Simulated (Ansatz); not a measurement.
`O=C[SiH2][SiH](O)Cl`. The species carries charge 0 and has multiplicity 1. All single points use the PBE0-D4/def2-TZVP geometry. It is one conformer, not always the lowest.

```xyz
11

O    -0.230    2.712    1.059
C     0.007    1.576    1.381
Si   -0.994    0.079    0.689
Si    0.185   -0.721   -1.166
O     1.713   -0.976   -0.629
Cl   -0.667   -2.478   -1.832
H     0.853    1.363    2.076
H    -1.061   -0.994    1.717
H    -2.349    0.536    0.294
H     0.168    0.190   -2.338
H     2.375   -1.286   -1.251
```

(1) What is the dipole moment at B3LYP/def2-TZVPP? (An estimate is asked.)

(2) And with PBE, r2SCAN, ωB97M-V? (Best estimate.)

(3) Give the Mulliken charges with B3LYP, r2SCAN, ωB97M-V in def2-TZVPP. (An estimate is asked.)

Results:

(1) Computed: 2.01 D, with components (1.31, -1.51, -0.24) D in this frame, pointing from negative to positive charge.

(2) Ansatz gave: PBE 1.94 D, r2SCAN 2.01 D, ωB97M-V 2.02 D.

(3) The calculation gave: 
| atom | B3LYP | r2SCAN | ωB97M-V |
| --- | --- | --- | --- |
| O1 | -0.24 | -0.27 | -0.25 |
| C2 | 0.06 | 0.13 | 0.04 |
| Si3 | 0.20 | 0.20 | 0.12 |
| Si4 | 0.52 | 0.54 | 0.44 |
| O5 | -0.38 | -0.40 | -0.37 |
| Cl6 | -0.25 | -0.25 | -0.21 |
| H7 | 0.07 | 0.04 | 0.09 |
| H8 | -0.05 | -0.06 | -0.01 |
| H9 | -0.04 | -0.05 | 0.00 |
| H10 | -0.07 | -0.08 | -0.03 |
| H11 | 0.19 | 0.21 | 0.18 |

B3LYP here is the variant with VWN-RPA as its local correlation; programs differ in this.
